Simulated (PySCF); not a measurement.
C₂H₃BF₂O, SMILES C=C(F)B(O)F. Atoms are numbered in the order given.

```xyz
9

C     -1.0851    -1.6122     0.0000
C     -0.0427    -0.7797     0.0000
F      1.2243    -1.2846     0.0000
B     -0.0734     0.7896     0.0000
O      1.0613     1.5119     0.0000
F     -1.2410     1.4248     0.0000
H     -0.9549    -2.6974     0.0000
H     -2.0949    -1.1988     0.0000
H      1.8440     0.9425     0.0000
```
Charge 0, spin multiplicity 1.

Geometry: B3LYP-D3(BJ)/def2-SVP. This is a generated structure with no PubChem entry under its InChIKey; it may be hypothetical. The values are those of a single conformer.

Two levels are set side by side: PBE/pcSseg-1 (PySCF) and B3LYP/pcSseg-1 (PySCF). GIAO shifts against BF3 (¹¹B), CFCl3 (¹⁹F), H2O (¹⁷O), TMS (¹H), TMS (¹³C) at the same level; non-relativistic, no solvent, atoms listed together averaged. Differences are taken from unrounded values.

```tsv
quantity	B3LYP
δ(¹³C) of C1 (ppm)	120.1
δ(¹³C) of C2 (ppm)	175.8
δ(¹⁹F) of F3 (ppm)	-124.4
δ(¹¹B) of B4 (ppm)	12.5
δ(¹⁷O) of O5 (ppm)	136.0
δ(¹⁹F) of F6 (ppm)	-122.7
δ(¹H) of H9 (ppm)	5.62
```

Problem. What does PBE give, and how far is it from B3LYP? (Estimate from the structure and the level; the computed values follow.)

Solution. 
```
quantity               PBE  PBE minus B3LYP
------------------  ------  ---------------
δ(¹³C) of C1 (ppm)   116.0             -4.1
δ(¹³C) of C2 (ppm)   174.3             -1.4
δ(¹⁹F) of F3 (ppm)  -126.7             -2.4
δ(¹¹B) of B4 (ppm)    11.4             -1.1
δ(¹⁷O) of O5 (ppm)   144.8              8.7
δ(¹⁹F) of F6 (ppm)  -134.7            -12.0
δ(¹H) of H9 (ppm)     5.68             0.06
```

Rough cost on one machine, each run with all the roots and properties that it gave: B3LYP against PBE within a factor of 2.
